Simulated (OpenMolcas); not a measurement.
## d5 ions of charge +3 down a group on the Y site of Cs2NaYCl6

```json
{
 "Program": "OpenMolcas",
 "Method": "CASSCF",
 "Spin-orbit coupling": "state interaction with AMFI integrals over the reference wave functions"
}
```

The d shell is active. Each dopant is a cluster with its nearest anions in model potentials and point charges, with no relaxation. Distances were set from a Shannon-type radius of the metal (high-spin where two are listed) plus a fixed donor radius (Cl 1.76 Å), in hosts weighted 0.65 to 0.35 with the host's distance in the model lattice. Ligand basis ANO-RCC-VDZP, DKH2 Hamiltonian. States (labels of O, the rotations of Oh). Energies in cm-1 above the lowest state or level, χT in cm3 K/mol; 10Dq and B are least-squares fits to the states below 45000 cm-1, weighted by degeneracy, with a free offset, and given where the rms deviation is under 5 % of |10Dq| (or 100 cm-1) and under 700 cm-1. Spin-only χT is S(S+1) / 2 for the spin of the ground state.

```
 Ion  Shell  R (Å)   Metal basis  Ground state   10Dq  B (rms of fit)  First gap with spin-orbit (degeneracies)  χT at 300 K  First state of another spin  Spin-only χT
Fe3+    3d5   2.48  ANO-RCC-VTZP           6A1                                                     28681 (6, 2)        4.386                    4T1 28760         4.375
Ru3+    4d5  2.503  ANO-RCC-VTZP           6A1  15557       673 (605)                                5.2 (2, 4)        4.327                     2T2 8343         4.375
```

Every ion keeps the highest spin of its shell. χT departs most from the spin-only value for Ru3+, by -0.048 cm3 K/mol.

Without dynamic correlation the repulsion within the d shell is too large (B by tens of per cent), so at a given field states of lower spin stand too high. Ligand-to-metal charge-transfer states are missing. With no ligand orbital active B as a rule stays too high, so bands that hang on it stand too high and its fall with covalency is understated. With metal d orbitals alone and no dynamic correlation the field as a rule comes out too small, by tens of per cent, by up to half for chloride and softer ligands (holds for Fe3+). This shell can be high or low spin here, a state of another spin lies low, and with metal d orbitals alone active their balance is uncertain, so the ground spin may be wrong (holds for Ru3+). The least metal-like active orbital is 82 % on the metal (Löwdin) and no ligand orbital is active, so the numbers are rough (holds for Ru3+). With metal d orbitals alone the field can be off either way by tens of per cent (holds for Ru3+). No measured value stands beside these numbers; the geometry was set by hand and not optimised.
